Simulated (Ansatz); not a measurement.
Input file for Ansatz (an electronic-structure program): R-CCSD(T)/def2-TZVPP on CH4SeTe (SMILES C[Te][SeH]), a point of a torsion scan. Elements past Kr take the def2 small-core potentials; no spin–orbit coupling. The run froze 24 orbitals, filled d shells among them.

Ansatz 0.2 input:
```yaml
crystal:
  periodic: [false, false, false]
  atoms:
    - {symbol: C, position_ang: [-0.98730417, -0.21418872, 0.00007378]}
    - {symbol: Te, position_ang: [0.06321809, 1.66573336, -0.22833828]}
    - {symbol: Se, position_ang: [2.33012137, 0.69626468, 0.16320326]}
    - {symbol: H, position_ang: [-0.71922894, -0.89185066, -0.80057209]}
    - {symbol: H, position_ang: [-2.04598169, -0.00015255, -0.04647587]}
    - {symbol: H, position_ang: [-0.74969003, -0.66388889, 0.95550138]}
    - {symbol: H, position_ang: [2.35396403, -0.24288626, -0.93761840]}
basis:
  gaussian:
    orbitals: def2-TZVPP
magnetization: {spin_polarized: false}
correlation: {method: ccsd_t, electrons: outside_noble_gas}
scf: {lower_state_search: off}
```

Program output:

```
WARN ansatz: RAYON_NUM_THREADS=1 ignored (pool sized by the plan → 1); use --threads N
Functional definition: HF
these checks for a lower state are left out or cut short: stability, starts, cluster_reference, orbital_swaps, neighbouring_geometries, increment
integrals: 0.64 GiB planned
1288 factors; integrals over basis functions are off by at most 1.1e-3 eV
mean field: 0.68 GiB planned
mean field evaluation 1: about -73661.3479 eV, gradient 2.3e1 eV
mean field evaluation 2: about -73661.5476 eV, gradient 2.3e1 eV
mean field evaluation 4: about -73663.1477 eV, gradient 3.2e0 eV
mean field evaluation 8: about -73663.1873 eV, gradient 2.1e-1 eV
mean field evaluation 16: about -73663.1875 eV, gradient 1.9e-6 eV
mean field -73663.18754019 eV, -2707.0722114002 hartree, gradient 1.9e-6 eV, S^2 0.000000; 0 other end points of the search recorded, 0 dependent functions left out
24 core orbitals not correlated
reference -73663.18754019 eV, -2707.0722114002 hartree; 10, 10 occupied and 151, 151 virtual orbitals, 1288 factors
second order -12.78199545 eV of doubles, -0.00000000 eV of singles
coupled cluster: 1.57 GiB planned
cycle   1  -13.51477024 eV  change   -7.3e-1 eV  update   8.4e-2
cycle   2  -13.87871619 eV  change   -3.6e-1 eV  update   2.6e-2
cycle   3  -13.93541489 eV  change   -5.7e-2 eV  update   1.1e-2
cycle   4  -13.93233482 eV  change    3.1e-3 eV  update   3.2e-3
cycle   5  -13.93187838 eV  change    4.6e-4 eV  update   1.5e-3
cycle   6  -13.93176769 eV  change    1.1e-4 eV  update   5.9e-4
cycle   7  -13.93171169 eV  change    5.6e-5 eV  update   2.3e-4
cycle   8  -13.93176054 eV  change   -4.9e-5 eV  update   9.9e-5
cycle   9  -13.93175171 eV  change    8.8e-6 eV  update   4.6e-5
cycle  10  -13.93173450 eV  change    1.7e-5 eV  update   2.2e-5
perturbative correction -0.60608385 eV, -0.0222731706 hartree
Total energy: -73677.72535854 eV, -2707.6064663703 hartree
Checks for a lower state left out: stability, starts, cluster_reference, orbital_swaps, neighbouring_geometries, increment
```

The run converged.

Cost: roughly 29 core-seconds.
